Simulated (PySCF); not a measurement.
## Electric properties by functional and basis

Compound: aluminum trichloride, AlCl3.
SMILES: `[Cl][Al]([Cl])[Cl]`

PySCF, dipoles from the SCF density, polarisabilities from static response with core orbitals frozen. Isolated species at its PBE0-D3(BJ)/def2-SVP geometry, gas phase.

The anisotropy is √(½[(α1 − α2)² + (α2 − α3)² + (α3 − α1)²]).

```csv
level,α (Å³),anisotropy (Å³)
LDA/def2-SVPD,9.85,3.11
PBE/def2-SVPD,9.77,3.07
B3LYP/def2-SVPD,9.42,2.85
PBE0/def2-SVPD,9.27,2.77
BHandHLYP/def2-SVPD,8.94,2.56
CAM-B3LYP/def2-SVPD,9.21,2.71
wB97X-D/def2-SVPD,9.14,2.66
LC-wPBE/def2-SVPD,8.90,2.53
HF/def2-SVPD,8.45,2.17
PBE0/6-31G*,6.87,3.28
PBE0/def2-SVP,6.42,2.92
PBE0/6-31+G*,7.67,3.54
PBE0/aug-cc-pVDZ,9.22,2.96
PBE0/def2-TZVP,8.29,2.99
PBE0/def2-TZVPD,9.39,2.79
PBE0/aug-cc-pVTZ,9.36,2.80
```

No reference polarisability is at hand; against PBE0 in the largest diffuse basis at hand (aug-cc-pVTZ) the other PBE0 rows deviate by 6-31G* -27%, def2-SVP -31%, 6-31+G* -18%, def2-SVPD -1%, aug-cc-pVDZ -2%, def2-TZVP -11%, def2-TZVPD 0%. The dipole stays under 0.05 D at every level. In one basis (def2-SVPD) the functionals order the polarisability from HF (lowest) to LDA (highest), a spread of 17%. With PBE0 the polarisability is 7.19 Å³ without diffuse functions (mean of 6-31G*, def2-SVP and def2-TZVP) and 8.98 Å³ with them (mean of 6-31+G*, def2-SVPD, aug-cc-pVDZ, def2-TZVPD and aug-cc-pVTZ).
